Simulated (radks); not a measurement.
Results of a calculation; reference values are marked as such.
Fractional charge and spin in the 6s shell of thallium: the spin-up occupation runs from 0 to 1 and the spin-down occupation from 0 to 1; the fullest corner is Tl, [Xe] 4f14 5d10 6p(up 0.5, down 0.5) 6s(up 1, down 1). Level of theory: scalar-relativistic Kohn-Sham, PBE, spin-polarised, spherical densities, finite nucleus; Fermi nuclear charge, rms radius of each element as measured or else 0.836 A^(1/3) + 0.57 fm (a radial shooting solver on a logarithmic mesh with Libxc functionals). Energy (eV) minus the two flat planes that join the four corners (they meet along the diagonal where the two added fractions sum to one electron); zero is where a piecewise linear energy would lie.

| down \ up | 0 | 0.25 | 0.5 | 0.75 | 1 |
|---|---|---|---|---|---|
| 0 | 0.000 | -0.807 | -1.070 | -0.798 | 0.000 |
| 0.25 | -0.807 | -1.016 | -0.694 | 0.151 | -0.721 |
| 0.5 | -1.070 | -0.694 | 0.202 | -0.623 | -0.950 |
| 0.75 | -0.798 | 0.151 | -0.623 | -0.903 | -0.704 |
| 1 | 0.000 | -0.721 | -0.950 | -0.704 | 0.000 |

Corners above the fullest one (they belong to Tl+ and the next ion): (up 1, down 0) 13.233 eV, (up 0, down 1) 13.233 eV, (up 0, down 0) 35.382 eV. With half an added electron in each spin the energy lies 0.202 eV from the planes, and with half an added electron in spin up alone -1.070 eV. The planes are only a guide here: the flat-plane condition holds for ground states with one frontier orbital, while this shell lies below other occupied shells, so the corners above the fullest one are inner-hole states and not the ground states of those ions.
